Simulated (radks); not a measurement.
The numbers below are computed, except where a source is named.
Question: The table gives one normalised radial function P(r) = r R(r) of Sb14+ in [Kr] 4d1 (r in bohr). Code: a radial shooting solver on a logarithmic mesh with Libxc functionals. Model: non-relativistic Kohn-Sham, PBE, spin-polarised, spherical densities, point nucleus; open shells are filled with parallel spins first (spin-orbit coupling, left out, can overturn this in heavy ions); relativity is left out, which matters for an element this heavy.

r         P
0.003914   0.0101
0.005701   0.0205
0.008303   0.0406
0.01209    0.0781
0.01761    0.1436
0.02565    0.2464
0.03736    0.3807
0.05441    0.4966
0.07925    0.4718
0.1154     0.1558
0.1681    -0.4160
0.2448    -0.7718
0.3566    -0.2894
0.5194     0.8144
0.7564     1.3318
1.102      0.7845
1.605      0.1748
2.337      0.0108

Which n and l does it have? It may be an empty orbital.

Answer: n = 4, l = 1: the number of nodes gives n - l - 1 = 2, the rise at small r (about r^(l+1)) gives l, and the extent must fit the shell. The curve is that of 4p down; the table hardly tells the two spins apart. 4p down: eigenvalue -376.72 eV, 2 radial nodes at r = 0.129, 0.396 bohr, <r> = 0.780 bohr, 90 % of the charge inside 1.12 bohr.
